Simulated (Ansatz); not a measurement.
`[NH2][In]([F])[Br]` + HBr → `[NH2][In]([Br])[Br]` + H–F at 700 K and 1 bar (ligand exchange at the In–F bond).

Calculated with Ansatz (gas phase, PBE0-D4/def2-TZVP geometries, no zero-point term in ΔE). CBS: MP2 limit from def2 TZ/QZ plus the TZ coupled-cluster correction, frozen cores. This one scheme is used for every species. def2 core potentials past Kr. For Br, In outer-core shells are correlated without core-valence functions, which leaves a few kJ/mol of doubt a bond. Scalar relativity is left out up to krypton. One conformer a species, not always the lowest.

| species | CCSD(T)/CBS energy (Eh) | H − E (kJ/mol) | S (J/(mol·K)) |
| --- | --- | --- | --- |
| `[NH2][In]([F])[Br]` | -2918.92828 | 132.6 | 442.4 |
| HBr | -2573.91920 | 36.5 | 223.7 |
| `[NH2][In]([Br])[Br]` | -5392.48319 | 131.9 | 466.2 |
| H–F | -100.39570 | 45.2 | 198.5 |

H − E and S are ideal-gas, rigid-rotor, harmonic terms from PBE0-D4/def2-TZVP, for one conformer and one mirror image of each species. 1 Eh = 2625.50 kJ/mol, R = 8.31446 J/(mol·K).

Task: By hand: ΔE, ΔH, ΔS and ΔG.

Result: ΔE = (-5392.48319) + (-100.39570) − (-2918.92828) − (-2573.91920) = -0.03141 Eh = -82.5 kJ/mol. Δ(H − E) = 131.9 + 45.2 − 132.6 − 36.5 = 8.0, so ΔH = -74.5 kJ/mol. ΔS = 466.2 + 198.5 − 442.4 − 223.7 = -1.4 J/(mol·K). ΔG = -74.5 − 700 × (-1.4)/1000 = -73.5 kJ/mol.

Task: By hand: the equilibrium constant, and the temperature at which ΔG would vanish if ΔH and ΔS stayed fixed.

Result: log₁₀ K = −ΔG/(RT ln 10) = 5.5. ΔG = 0 at ΔH/ΔS = 53214 K, far beyond where these terms or the molecules hold.

The number of gas molecules stays the same, so ΔS is small and ΔH decides. A doubt of 5 kJ/mol in ΔE shifts log₁₀ K by 0.4 here. Other conformers and mirror images would add mixing entropy, several J/(mol·K) or more a flexible species. These are equilibria of isolated gas molecules and say nothing of rates. Largest T1 diagnostic: 0.013 (customary marks: 0.02 for closed shells, 0.045 for open ones).
